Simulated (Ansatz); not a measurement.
A structure relaxed at r2SCAN-D4/def2-SVP in Ansatz, charge 0, singlet:

Cartesian coordinates in Å:
```
C 5.707 17.046 -5.218
O 6.546 15.950 -4.930
C 5.969 14.782 -4.559
C 6.846 13.715 -4.293
C 6.347 12.479 -3.905
C 4.960 12.253 -3.769
C 4.434 10.936 -3.356
C 5.148 10.108 -2.467
C 4.653 8.866 -2.077
C 3.416 8.390 -2.554
C 2.889 7.074 -2.139
C 3.751 5.989 -1.886
C 3.254 4.747 -1.499
C 1.871 4.530 -1.342
C 1.344 3.212 -0.933
C 0.195 3.104 -0.126
C -0.304 1.862 0.258
C 0.322 0.666 -0.146
C -0.209 -0.652 0.258
C 0.647 -1.748 0.480
C 0.147 -2.991 0.858
C -1.235 -3.199 1.035
C -1.767 -4.518 1.434
C -1.151 -5.712 1.013
C -1.654 -6.955 1.388
C -2.798 -7.065 2.202
C -3.334 -8.384 2.597
C -4.716 -8.586 2.779
C -5.222 -9.828 3.150
C -4.371 -10.931 3.357
C -4.908 -12.249 3.749
C -6.052 -12.361 4.562
C -6.560 -13.602 4.932
C -5.941 -14.794 4.502
C -6.522 -16.061 4.923
F -7.644 -15.977 5.665
C -6.097 -17.318 4.685
F -5.020 -17.624 3.989
F -6.716 -18.388 5.125
C -4.794 -14.691 3.685
C -4.296 -13.445 3.323
C -2.988 -10.730 3.176
C -2.483 -9.486 2.806
C -3.413 -5.870 2.625
C -2.910 -4.628 2.250
C -2.091 -2.102 0.814
C -1.591 -0.860 0.435
C 1.471 0.775 -0.953
C 1.970 2.017 -1.336
C 1.010 5.616 -1.593
C 1.506 6.856 -1.983
C 2.700 9.218 -3.441
C 3.198 10.457 -3.834
C 4.101 13.331 -4.041
C 4.586 14.582 -4.430
H 6.367 17.876 -5.500
H 5.108 17.343 -4.339
H 5.024 16.826 -6.059
H 7.919 13.885 -4.410
H 7.046 11.656 -3.729
H 6.092 10.462 -2.043
H 5.218 8.268 -1.356
H 4.829 6.117 -2.014
H 3.953 3.931 -1.295
H -0.295 4.012 0.239
H -1.175 1.817 0.918
H 1.729 -1.613 0.391
H 0.844 -3.809 1.059
H -0.285 -5.665 0.347
H -1.174 -7.862 1.008
H -5.410 -7.762 2.587
H -6.304 -9.958 3.242
H -6.539 -11.456 4.936
H -7.442 -13.659 5.573
H -4.295 -15.589 3.318
H -3.422 -13.398 2.667
H -2.294 -11.553 3.366
H -1.401 -9.356 2.713
H -4.279 -5.917 3.291
H -3.390 -3.721 2.629
H -3.173 -2.238 0.904
H -2.289 -0.043 0.233
H 1.960 -0.132 -1.319
H 2.842 2.063 -1.995
H -0.071 5.478 -1.498
H 0.810 7.682 -2.155
H 1.755 8.863 -3.863
H 2.635 11.052 -4.559
H 3.022 13.202 -3.917
H 3.878 15.392 -4.617
```

Question: Give its formula, name or SMILES.

Answer: `COc1ccc(-c2ccc(-c3ccc(-c4ccc(-c5ccc(-c6ccc(-c7ccc(-c8ccc(C(F)=C(F)F)cc8)cc7)cc6)cc5)cc4)cc3)cc2)cc1`.

Question: Summarise the bond lengths by kind (pairs closer than 1.2 times the sum of covalent radii, bridged metal pairs left out).

Answer: 57 × C–C 1.35 to 1.48 Å; 3 × C–F 1.31 to 1.35 Å; 2 × C–O 1.35 to 1.41 Å; 35 × C–H 1.09 to 1.11 Å.

Single mean-field runs in def2-SVP are fitted with def2-universal-jkfit.
